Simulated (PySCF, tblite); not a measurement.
Breaking a bond: Li2 (cation, charge +1), doublet.

Levels of theory: GFN2-xTB, 300 K electronic temperature (tblite); UCCSD(T) = CCSD(T) on UHF/cc-pVDZ (PySCF).

Energies relative to the lowest point of each curve near equilibrium, in kcal/mol; the last columns give the difference from UCCSD(T):

```json
[
 {"R / Å": "2.45", "GFN2-xTB": "0.9", "UCCSD(T)": "7.7", "GFN2-xTB − UCCSD(T)": "-6.8"},
 {"R / Å": "2.61", "GFN2-xTB": "0.2", "UCCSD(T)": "4.1", "GFN2-xTB − UCCSD(T)": "-4.0"},
 {"R / Å": "2.74", "GFN2-xTB": "0.0", "UCCSD(T)": "2.2", "GFN2-xTB − UCCSD(T)": "-2.2"},
 {"R / Å": "2.93", "GFN2-xTB": "0.3", "UCCSD(T)": "0.6", "GFN2-xTB − UCCSD(T)": "-0.3"},
 {"R / Å": "3.02", "GFN2-xTB": "0.5", "UCCSD(T)": "0.2", "GFN2-xTB − UCCSD(T)": "0.3"},
 {"R / Å": "3.14", "GFN2-xTB": "0.9", "UCCSD(T)": "0.0", "GFN2-xTB − UCCSD(T)": "0.9"},
 {"R / Å": "3.23", "GFN2-xTB": "0.8", "UCCSD(T)": "0.1", "GFN2-xTB − UCCSD(T)": "0.7"},
 {"R / Å": "3.29", "GFN2-xTB": "0.6", "UCCSD(T)": "0.2", "GFN2-xTB − UCCSD(T)": "0.4"},
 {"R / Å": "3.44", "GFN2-xTB": "0.5", "UCCSD(T)": "0.7", "GFN2-xTB − UCCSD(T)": "-0.2"},
 {"R / Å": "3.57", "GFN2-xTB": "1.1", "UCCSD(T)": "1.4", "GFN2-xTB − UCCSD(T)": "-0.3"},
 {"R / Å": "3.74", "GFN2-xTB": "2.1", "UCCSD(T)": "2.5", "GFN2-xTB − UCCSD(T)": "-0.4"},
 {"R / Å": "3.99", "GFN2-xTB": "3.8", "UCCSD(T)": "4.5", "GFN2-xTB − UCCSD(T)": "-0.7"},
 {"R / Å": "4.40", "GFN2-xTB": "6.9", "UCCSD(T)": "8.2", "GFN2-xTB − UCCSD(T)": "-1.3"},
 {"R / Å": "4.84", "GFN2-xTB": "10.4", "UCCSD(T)": "12.2", "GFN2-xTB − UCCSD(T)": "-1.8"},
 {"R / Å": "5.39", "GFN2-xTB": "14.5", "UCCSD(T)": "16.6", "GFN2-xTB − UCCSD(T)": "-2.1"},
 {"R / Å": "5.85", "GFN2-xTB": "17.4", "UCCSD(T)": "19.7", "GFN2-xTB − UCCSD(T)": "-2.2"},
 {"R / Å": "6.52", "GFN2-xTB": "20.5", "UCCSD(T)": "23.0", "GFN2-xTB − UCCSD(T)": "-2.5"},
 {"R / Å": "7.11", "GFN2-xTB": "22.1", "UCCSD(T)": "25.1", "GFN2-xTB − UCCSD(T)": "-3.0"},
 {"R / Å": "7.86", "GFN2-xTB": "22.8", "UCCSD(T)": "26.8", "GFN2-xTB − UCCSD(T)": "-4.0"},
 {"R / Å": "8.64", "GFN2-xTB": "22.6", "UCCSD(T)": "27.9", "GFN2-xTB − UCCSD(T)": "-5.3"},
 {"R / Å": "9.62", "GFN2-xTB": "21.8", "UCCSD(T)": "28.5", "GFN2-xTB − UCCSD(T)": "-6.7"}
]
```

GFN2-xTB is furthest from UCCSD(T) at 2.45 (-6.8 kcal/mol, below); its mean absolute difference over the points is 2.2 kcal/mol.
